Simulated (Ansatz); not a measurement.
Ansatz (an electronic-structure program) input:

Ansatz 0.2 input:
```yaml
crystal:
  periodic: [false, false, false]
  atoms:
    - {symbol: Si, position_ang: [0.46092426, 0.05172233, -0.13674938]}
    - {symbol: Br, position_ang: [0.40127070, -0.67108094, 1.95964064]}
    - {symbol: Br, position_ang: [-0.49668634, -1.41434405, -1.47192337]}
    - {symbol: Br, position_ang: [-0.58980467, 1.99896187, -0.32113847]}
    - {symbol: N, position_ang: [2.13519857, 0.18647064, -0.54411225]}
    - {symbol: H, position_ang: [2.58338163, 0.99680234, -0.10698126]}
basis:
  gaussian:
    orbitals: 6-31G
magnetization: {spin_polarized: true, initial_magnetization: 1}
correlation: {method: ccsd_t, electrons: outside_noble_gas}
```

### Question
Which total energy does the run end on?

### Answer
-8060.37914 Eh (CCSD(T)/6-31G). The basis has 105 functions.

It need not be the lowest isomer of its formula.
